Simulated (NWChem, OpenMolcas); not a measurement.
**How basis sets differ on CsCl (SMILES [Cl][Cs])**

CsCl has 2 atoms, charge 0, and is taken as a singlet. SMILES: `[Cl][Cs]`. Geometry: the measured bond length.

```jsonl
{"atom": "Cl", "x (Å)": "0.0000", "y (Å)": "0.0000", "z (Å)": "0.0000"}
{"atom": "Cs", "x (Å)": "0.0000", "y (Å)": "0.0000", "z (Å)": "2.9063"}
```

Quantity: the HOMO–LUMO gap, in eV. The values are calculated.

| level | kind | program | value (eV) | CPU time |
| --- | --- | --- | --- | --- |
| HF/ANO-RCC-MB (DKH2) | Hartree–Fock | OpenMolcas | 6.65 | 6.4 s |
| HF/def2-SVP (core potential) | Hartree–Fock | OpenMolcas | 8.51 | 2.1 s |
| HF/3-21G | Hartree–Fock | NWChem | 8.35 | 2.7 s |
| HF/def2-TZVP (core potential) | Hartree–Fock | OpenMolcas | 8.84 | 3.1 s |
| HF/def2-TZVPP (core potential) | Hartree–Fock | NWChem | 8.86 | 5.2 s |
| HF/def2-QZVPPD (core potential) | Hartree–Fock | OpenMolcas | 8.89 | 20 s |

All-electron rows without a relativistic Hamiltonian named are non-relativistic, while core potentials hold scalar relativity, so basis and relativity change together. The values span 6.65 to 8.89 eV. A Hartree–Fock LUMO above zero doesn't converge with the basis: it sinks as sets grow more diffuse. Orbital gaps aren't excitation energies. Times are those of the runs behind each value, whatever else they computed, on shared processors of several kinds: orders of magnitude only.
